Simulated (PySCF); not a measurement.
**Vibration and rotation of HI**

RHF-CCSD(T) constants of HI, ¹Σ⁺ (singlet), closed shell (PySCF, spin-free X2C with a Gaussian nucleus, basis sets H x2c-SVPall, I x2c-SVPall; masses 1.0078 and 126.9045 u):

```
ωe              : 2334.3 cm⁻¹
ωexe            : 40.7 cm⁻¹
Be              : 6.5005 cm⁻¹
αe              : 0.170 cm⁻¹
D (centrifugal) : 0.000202 cm⁻¹
De to H + I     : 3.20 eV
```

**Question.** Estimate the standard entropy (1 bar) and heat capacity of the ideal gas at 1500 K, rigid rotor with B0 and harmonic oscillator at the fundamental.

**Answer.** Translation (Sackur–Tetrode, M = 127.91 u): 202.9 J/(mol K). Rotation: q = kT/(σB0) = 163 with σ = 1, 50.6. Vibration: x = hcν0/kT = 2.16, 3.36. S° = 256.9 J/(mol K); Cp = 7R/2 + 5.71 = 34.8 J/(mol K).

Measured values (Huber and Herzberg, Constants of Diatomic Molecules (1979)): ωe = 2309.014 cm⁻¹, ωexe = 39.6435 cm⁻¹, αe = 0.16886 cm⁻¹.

Correlated steps freeze 18 core orbitals. Correlated levels converge slowly with the basis: in double zeta they bind strong bonds too weakly, by up to about 1 eV, and carry superposition errors of some tenths. These are scalar-relativistic numbers at best; spin–orbit coupling would shift them, the dissociation energy most. Where the molecule has an RHF reference, its open-shell atoms are computed with UHF.
